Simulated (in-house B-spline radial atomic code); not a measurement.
Orbital energies and mean radii along the 5-electron series, configuration 1s2 2s2 2p1/2(1). The effective charge is n√(-2ε), a non-relativistic measure. Computed with an all-electron radial atomic-structure program (B-spline basis): Dirac-Hartree-Fock, jj configuration that fills j = l - 1/2 first, finite nuclei.

```csv
ion,Z,energy of 1s1/2 (Eh),mean radius of 1s1/2 (bohr),energy of 2p1/2 (Eh),mean radius of 2p1/2 (bohr),energy of 2s1/2 (Eh),mean radius of 2s1/2 (bohr),effective charge of 1s1/2
B,5,-7.6975,0.32574,-0.30982,2.2046,-0.49488,1.9764,3.9237
C+,6,-11.903,0.26795,-0.90486,1.4715,-1.1543,1.4748,4.8792
N2+,7,-17.127,0.22748,-1.7561,1.12,-2.0734,1.178,5.8527
O3+,8,-23.362,0.19758,-2.8612,0.90787,-3.247,0.98168,6.8355
F4+,9,-30.605,0.17459,-4.219,0.76465,-4.6736,0.84187,7.8237
Ne5+,10,-38.856,0.15637,-5.8292,0.66101,-6.3529,0.73709,8.8155
Mg7+,12,-58.385,0.12931,-9.8064,0.52056,-10.469,0.59032,10.806
Al8+,13,-69.664,0.11899,-12.174,0.47065,-12.906,0.53687,11.804
Si9+,14,-81.956,0.11018,-14.795,0.42948,-15.597,0.49226,12.803
P10+,15,-95.262,0.10257,-17.669,0.39493,-18.542,0.45447,13.803
S11+,16,-109.58,0.09594,-20.797,0.3655,-21.741,0.42204,14.804
Cl12+,17,-124.92,0.090102,-24.181,0.34013,-25.196,0.39389,15.807
Ar13+,18,-141.29,0.084925,-27.82,0.31802,-28.906,0.36922,16.81
K14+,19,-158.67,0.080301,-31.715,0.29857,-32.874,0.34743,17.814
```

**Question.** How does the screening of 1s1/2 change?

**Answer.** Z less the effective charge goes from 1.08 at Z = 5 to 1.19 at Z = 19.
